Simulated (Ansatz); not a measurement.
Born–Oppenheimer molecular dynamics of Cl2F2H3PZr (9 atoms, charge 0, multiplicity 1). It starts at the highest image of a converged band, a first-order saddle point between two minima.

These are results of RKS PBE0-D4/def2-SVP (Ansatz 0.2.0), not measurements.

```yaml
ensemble: NVE (velocity Verlet)
time_step: 0.5 fs
steps_asked: 200
starting_velocities_drawn_for: 100 K
seed: 8130
```

Frames 2.5 fs apart, positions in Å.

Velocities at 45 fs (Å/ps):

```
Zr -1.10 0.24 0.84
F 1.94 1.82 -1.61
Cl 1.85 0.55 -1.70
Cl -0.52 0.31 -0.76
F 1.76 -2.90 1.34
P -0.49 -1.11 0.84
H -18.31 -11.74 -4.60
H -3.48 1.93 0.47
H 19.50 12.59 -5.73
```

```xyz
9
Properties=species:S:1:pos:R:3 time_fs=45 energy_less_start_eV=-0.015 T=117
Zr 0.296 0.351 -0.044
F -0.727 0.803 1.785
Cl 2.112 0.281 -1.540
Cl -1.357 1.433 -1.313
F 0.242 -1.475 0.367
P 1.811 2.047 1.611
H 2.667 0.954 1.274
H 1.868 2.720 0.384
H 0.338 1.472 1.888
9
Properties=species:S:1:pos:R:3 time_fs=47.5 energy_less_start_eV=-0.055 T=160
Zr 0.293 0.352 -0.042
F -0.722 0.807 1.779
Cl 2.117 0.282 -1.544
Cl -1.358 1.434 -1.315
F 0.247 -1.482 0.370
P 1.810 2.044 1.614
H 2.618 0.925 1.263
H 1.855 2.728 0.372
H 0.395 1.508 1.873
9
Properties=species:S:1:pos:R:3 time_fs=50 energy_less_start_eV=-0.078 T=187
Zr 0.289 0.353 -0.039
F -0.717 0.810 1.772
Cl 2.121 0.283 -1.548
Cl -1.359 1.434 -1.317
F 0.250 -1.490 0.373
P 1.811 2.042 1.618
H 2.564 0.893 1.251
H 1.834 2.731 0.352
H 0.464 1.554 1.856
9
Properties=species:S:1:pos:R:3 time_fs=52.5 energy_less_start_eV=-0.088 T=197
Zr 0.285 0.353 -0.036
F -0.712 0.809 1.760
Cl 2.126 0.285 -1.552
Cl -1.360 1.434 -1.318
F 0.254 -1.497 0.376
P 1.815 2.043 1.622
H 2.506 0.857 1.236
H 1.802 2.715 0.345
H 0.513 1.601 1.846
9
Properties=species:S:1:pos:R:3 time_fs=55 energy_less_start_eV=-0.165 T=282
Zr 0.281 0.354 -0.032
F -0.707 0.806 1.744
Cl 2.129 0.287 -1.556
Cl -1.360 1.434 -1.320
F 0.257 -1.503 0.377
P 1.824 2.046 1.626
H 2.442 0.819 1.218
H 1.762 2.679 0.352
H 0.506 1.642 1.850
9
Properties=species:S:1:pos:R:3 time_fs=57.5 energy_less_start_eV=-0.251 T=378
Zr 0.275 0.354 -0.028
F -0.703 0.800 1.724
Cl 2.133 0.289 -1.559
Cl -1.360 1.433 -1.322
F 0.260 -1.507 0.378
P 1.837 2.052 1.630
H 2.370 0.785 1.198
H 1.717 2.634 0.353
H 0.458 1.681 1.872
9
Properties=species:S:1:pos:R:3 time_fs=60 energy_less_start_eV=-0.304 T=436
Zr 0.269 0.354 -0.023
F -0.701 0.792 1.702
Cl 2.135 0.291 -1.562
Cl -1.360 1.432 -1.324
F 0.262 -1.509 0.378
P 1.853 2.058 1.636
H 2.291 0.759 1.180
H 1.673 2.592 0.330
H 0.426 1.733 1.906
9
Properties=species:S:1:pos:R:3 time_fs=62.5 energy_less_start_eV=-0.395 T=537
Zr 0.263 0.354 -0.018
F -0.699 0.781 1.676
Cl 2.137 0.293 -1.563
Cl -1.359 1.430 -1.326
F 0.264 -1.510 0.377
P 1.869 2.066 1.642
H 2.207 0.742 1.168
H 1.632 2.551 0.294
H 0.454 1.805 1.946
9
Properties=species:S:1:pos:R:3 time_fs=65 energy_less_start_eV=-0.493 T=645
Zr 0.257 0.352 -0.013
F -0.700 0.767 1.649
Cl 2.138 0.296 -1.564
Cl -1.359 1.428 -1.329
F 0.266 -1.508 0.374
P 1.886 2.074 1.648
H 2.123 0.730 1.171
H 1.597 2.506 0.276
H 0.537 1.895 1.993
9
Properties=species:S:1:pos:R:3 time_fs=67.5 energy_less_start_eV=-0.526 T=681
Zr 0.250 0.351 -0.008
F -0.701 0.752 1.621
Cl 2.139 0.299 -1.564
Cl -1.358 1.426 -1.331
F 0.267 -1.506 0.371
P 1.905 2.084 1.652
H 2.047 0.720 1.197
H 1.571 2.462 0.289
H 0.614 1.993 2.063
9
Properties=species:S:1:pos:R:3 time_fs=70 energy_less_start_eV=-0.607 T=770
Zr 0.243 0.349 -0.004
F -0.703 0.737 1.593
Cl 2.138 0.302 -1.563
Cl -1.357 1.424 -1.334
F 0.268 -1.502 0.367
P 1.928 2.095 1.655
H 1.984 0.712 1.255
H 1.550 2.429 0.322
H 0.628 2.091 2.167
9
Properties=species:S:1:pos:R:3 time_fs=72.5 energy_less_start_eV=-0.606 T=770
Zr 0.237 0.346 0.000
F -0.706 0.721 1.567
Cl 2.137 0.305 -1.561
Cl -1.357 1.421 -1.337
F 0.268 -1.499 0.362
P 1.953 2.107 1.657
H 1.937 0.702 1.346
H 1.524 2.417 0.345
H 0.625 2.188 2.286
```

Of the whole run (100 fs, mean temperature of the second half 658 K): The conserved energy stayed within 0.055 meV per atom of its start (net change 0.0029 meV per atom), so the integration is sound. The kinetic energy rose, since the run started high on the potential surface and went downhill. A run of 0.1 ps of so small a system gives no equilibrium averages. The orbitals stay closed-shell, which can raise the energy where a bond breaks towards radicals; this wasn't checked here.

The run took 9.5 min on 4 threads of Arm Neoverse V2, on a shared host, peak memory 0.36 GiB.
